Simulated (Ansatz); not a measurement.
Molecule: C₂H₃F₂ (charge 0, doublet). It need not be the lowest isomer of its formula. 
Coordinates optimised at B3LYP-D3(BJ)/def2-TZVP (Ansatz, a program for electronic structure):
SMILES: F[C](C)F
```xyz
7

C     -1.3819    -0.1393    -0.0395
C      0.0723     0.0128    -0.2998
F      0.8379    -1.0163     0.0887
F      0.6175     1.1598     0.1282
H     -1.5758    -0.1785     1.0400
H     -1.7431    -1.0601    -0.4942
H     -1.9220     0.7061    -0.4621
```
Charge 0, spin multiplicity 2.

Dipole moments at this geometry, in debye (magnitudes).

```tsv
level	program	dipole (D)
PBE/def2-TZVPD	Ansatz	1.94
BLYP/def2-TZVPD	Ansatz	1.95
revPBE/def2-TZVPD	Ansatz	1.91
r2SCAN/def2-TZVPD	Ansatz	2.02
B3LYP/def2-TZVPD	Ansatz	2.06
BHLYP/def2-TZVPD	Ansatz	2.19
r2SCANh/def2-TZVPD	Ansatz	2.06
r2SCAN0/def2-TZVPD	Ansatz	2.12
HSE06/def2-TZVPD	Ansatz	2.06
CAM-B3LYP/def2-TZVPD	Ansatz	2.12
LC-wPBE/def2-TZVPD	Ansatz	2.10
wB97M-V/def2-TZVPD	Ansatz	2.06
CCSD(T)/aug-cc-pVDZ	Ansatz	2.04
```
